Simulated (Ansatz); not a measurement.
Li₈F₈⁺ (started as a model of: 1x4x4 LiF rock-salt block). Charge 1, multiplicity 2. Geometry PBE0-D4/def2-SVP, that of the neutral singlet; atoms count from 1.

```csv
atom,x (Å),y (Å),z (Å)
Li1,-1.702,-1.517,2.773
F2,-0.660,-0.165,2.858
Li3,0.937,0.619,2.592
F4,1.905,2.008,2.361
F5,-1.884,-1.789,1.097
Li6,-0.742,-0.294,0.970
F7,1.052,0.063,0.801
Li8,2.039,1.684,0.690
Li9,-2.037,-1.685,-0.690
F10,-1.060,-0.058,-0.802
Li11,0.733,0.302,-0.970
F12,1.885,1.788,-1.097
F13,-1.897,-2.013,-2.361
Li14,-0.938,-0.618,-2.593
F15,0.658,0.165,-2.856
Li16,1.710,1.509,-2.772
```

Estimate the Mulliken populations from the PBE0/def2-TZVP orbitals of Ansatz.


```json
{"atom": "Li1", "charge (e)": "0.85", "spin (α − β)": "0.00"}
{"atom": "F2", "charge (e)": "-0.79", "spin (α − β)": "0.01"}
{"atom": "Li3", "charge (e)": "0.83", "spin (α − β)": "-0.01"}
{"atom": "F4", "charge (e)": "-0.45", "spin (α − β)": "0.42"}
{"atom": "F5", "charge (e)": "-0.80", "spin (α − β)": "0.01"}
{"atom": "Li6", "charge (e)": "0.81", "spin (α − β)": "0.00"}
{"atom": "F7", "charge (e)": "-0.78", "spin (α − β)": "0.07"}
{"atom": "Li8", "charge (e)": "0.83", "spin (α − β)": "-0.01"}
{"atom": "Li9", "charge (e)": "0.83", "spin (α − β)": "-0.01"}
{"atom": "F10", "charge (e)": "-0.79", "spin (α − β)": "0.07"}
{"atom": "Li11", "charge (e)": "0.81", "spin (α − β)": "0.00"}
{"atom": "F12", "charge (e)": "-0.80", "spin (α − β)": "0.01"}
{"atom": "F13", "charge (e)": "-0.45", "spin (α − β)": "0.42"}
{"atom": "Li14", "charge (e)": "0.83", "spin (α − β)": "-0.01"}
{"atom": "F15", "charge (e)": "-0.79", "spin (α − β)": "0.01"}
{"atom": "Li16", "charge (e)": "0.85", "spin (α − β)": "0.00"}
```
Mulliken values and Mayer orders depend strongly on the basis.

Where does the spin sit?

Summed by element: Li -0.03, F 1.03, of 1 unpaired in all. Largest on single atoms: F13 0.42, F4 0.42, F7 0.07.
